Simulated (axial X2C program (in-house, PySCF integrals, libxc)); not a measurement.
**Spin–orbit effects down a group: molecules with Mn (ions), HF**

Calculated with an in-house relativistic program for diatomic molecules, spin-free (one-electron X2C) or two-component (2c: spin–orbit coupling with atomic mean-field Coulomb and Gaunt terms, which also bring small scalar terms), in Dyall basis sets with cores contracted in-house; open shells are unrestricted.

Basis sets: H dyall-v3z, Li dyall-cv3z, Mn dyall-cv3z, Na dyall-cv3z.

```tsv
molecule	spin-free state	Re (Å)	ωe (cm⁻¹)	De (eV)	2c state	Re 2c (Å)	ωe 2c (cm⁻¹)	De 2c (eV)
MnH⁺	M_S = 5/2, Λ = 0	1.707	1519.9	0.80	Ω = 5/2	1.707	1519.3	0.80
LiMn⁺	M_S = 5/2, Λ = 0	3.143	214.0	0.99	Ω = 5/2	3.143	213.9	0.99
NaMn⁺	M_S = 5/2, Λ = 0	3.479	113.5	0.67	Ω = 5/2	3.479	113.5	0.67
```

Problem. Work out the shifts from the spin-free to the two-component result.

Solution. 

```
molecule  2c state  ΔRe (Å)  Δωe (cm⁻¹)  ΔDe (eV)
    MnH⁺   Ω = 5/2    0.000        -0.6      0.00
   LiMn⁺   Ω = 5/2    0.000        -0.1      0.00
   NaMn⁺   Ω = 5/2    0.000         0.0      0.00
```

Shifts of one unit in the last digit are rounding.

Fragments in 2c: Mn+ + H, Mn + Li+, Mn + Na+. Each entry is the lowest single determinant of a limited PBE0 search at one distance. De goes to single-determinant-based atoms at the same level (for ions the charge split of lowest energy) and is withheld (n/a) where an atom does not fit its ground term or J level. Main or longest-lived isotopes. One determinant is a doubtful description, or other states lie close, for MnH⁺, LiMn⁺, NaMn⁺; these need not be ground states, and all values refer to the states named. With several unpaired electrons the Ω given is that of one determinant, not necessarily of the lowest component.
